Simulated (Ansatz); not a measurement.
Reactions of `COB(C)S`.

Program: Ansatz. Geometries: PBE0-D4/def2-TZVP. ΔE: electronic, gas phase. CBS: MP2 limit from def2 TZ/QZ plus the TZ coupled-cluster correction, frozen cores. This one scheme is used for every species. Functionals use def2-TZVPP. B3LYP here is the variant with VWN-RPA as its local correlation; programs differ in this. No spin–orbit coupling; open shells (•) take unrestricted orbitals. Each species was taken in one conformer, which may not be the lowest.

| reaction | CCSD(T)/CBS(def2) (kcal/mol) |
| --- | --- |
| `COB(C)S` + `O[SiH2]S[SiH2]Cl` → `CO[SiH2]S[SiH2]Cl` + `COBS` | 26.4 |
| `COB(C)S` → `CBS` + `C=O` | 55.7 |
| `COB(C)S` + `N[SiH2][SiH3]` → `CN[SiH2][SiH3]` + `COBS` | 21.9 |
| `COB(C)S` + H₂S → `COB(S)S` + CH₄ | ? |
| `COB(C)S` + CH₃OH → `COB(S)OC` + CH₄ | -28.9 |
| `COB(C)S` → `COBCS` | ? |
| `COB(C)S` → `C[B]S`• + `C[O]`• | ? |
| `COB(C)S` → `[CH2]` (triplet) + `CB(O)S` | 92.5 |
| `COB(C)S` + `O[SiH3]` → `COB(C)O[SiH3]` + H₂S | -14.4 |
| `COB(C)S` → `CO[B]S`• + `[CH3]`• | 108.7 |

Problem. Fill in the missing values. (Estimate.)

Solution. Ansatz gave: `COB(C)S` + H₂S → `COB(S)S` + CH₄: -14.0 kcal/mol; `COB(C)S` → `COBCS`: +30.2 kcal/mol; `COB(C)S` → `C[B]S`• + `C[O]`•: +139.3 kcal/mol.

Largest T1 diagnostic: 0.019, for `C[O]`•.
